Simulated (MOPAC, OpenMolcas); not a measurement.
**A ladder of methods for CH2FNOSi (SMILES O=C=N[SiH2]F)**

CH2FNOSi has 7 atoms, charge 0, and is taken as a singlet. SMILES: `O=C=N[SiH2]F`. Geometry: relaxed at PBE0-D4/def2-TZVP. This is one conformer, not always the lowest.

Quantity: the HOMO–LUMO gap, in eV. The values are calculated.

```
         level            kind     program  value (eV)   CPU time
           PM7  semi-empirical       MOPAC       10.80  under 2 s
    HF/cc-pVDZ    Hartree–Fock  OpenMolcas       15.89       11 s
 SVWN5/cc-pVDZ             LDA  OpenMolcas        6.25       30 s
  BLYP/cc-pVDZ             GGA  OpenMolcas        6.39       41 s
 M06-L/cc-pVDZ        meta-GGA  OpenMolcas        7.21       51 s
r2SCAN/cc-pVDZ        meta-GGA  OpenMolcas        7.10       51 s
 BHLYP/cc-pVDZ   global hybrid  OpenMolcas       11.12       44 s
  PBE0/cc-pVDZ   global hybrid  OpenMolcas        8.76       43 s
B2PLYP/cc-pVDZ   double hybrid  OpenMolcas       11.40       33 s
```

The values span 6.25 to 15.89 eV. Orbital gaps aren't excitation energies, and those of double hybrids come from the SCF part alone; they tend to grow with the share of exact exchange. CPU times are rough (shared hosts, several kinds of processor and program).
